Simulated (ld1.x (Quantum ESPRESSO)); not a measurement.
## An all-electron radial function and its pseudo partner (Ta (Z = 73))

Columns: radius, all-electron u(r) and pseudo u(r) of the 6p shell (level -2.10 eV) of tantalum in the configuration [Kr] 4d10 4f14 5s2 5p6 5d3 6s1 6p1; PBEsol, scalar-relativistic, PAW scheme, ld1.x (Quantum ESPRESSO) 7.5.

| r (bohr) | all-electron | pseudo |
| --- | --- | --- |
| 0.140 | -0.0829 | -0.0008 |
| 0.280 | 0.0642 | -0.0029 |
| 0.420 | 0.1164 | -0.0057 |
| 0.560 | 0.0117 | -0.0083 |
| 0.700 | -0.1102 | -0.0093 |
| 0.840 | -0.1878 | -0.0075 |
| 0.980 | -0.2132 | -0.0015 |
| 1.120 | -0.1969 | 0.0098 |
| 1.260 | -0.1527 | 0.0272 |
| 1.400 | -0.0922 | 0.0509 |
| 1.540 | -0.0242 | 0.0810 |
| 1.680 | 0.0455 | 0.1167 |
| 1.820 | 0.1131 | 0.1570 |
| 1.960 | 0.1763 | 0.2005 |
| 2.100 | 0.2341 | 0.2454 |
| 2.240 | 0.2857 | 0.2898 |
| 2.380 | 0.3311 | 0.3321 |
| 2.520 | 0.3705 | 0.3706 |
| 2.660 | 0.4041 | 0.4041 |
| 2.800 | 0.4322 | 0.4322 |
| 2.940 | 0.4553 | 0.4553 |
| 3.080 | 0.4737 | 0.4737 |
| 3.220 | 0.4878 | 0.4878 |
| 3.360 | 0.4981 | 0.4981 |
| 3.500 | 0.5049 | 0.5049 |
| 3.640 | 0.5086 | 0.5086 |

**Question.** How many radial nodes do the two functions have?

**Answer.** The all-electron 6p function has n − l − 1 = 4 (the table is too coarse to show those close to the nucleus); the pseudo-wave has 1, since 1 lower shell of the same l stays in the valence.

**Question.** At about which radius was the pseudo-wave matched?

**Answer.** 2.60 bohr, where the columns begin to agree (steps of 0.14 bohr).

**Question.** Is the pseudo-wave norm-conserving?

**Answer.** No, it belongs to a PAW set: the norm inside the radius is not constrained, and the difference is carried by the augmentation charge.
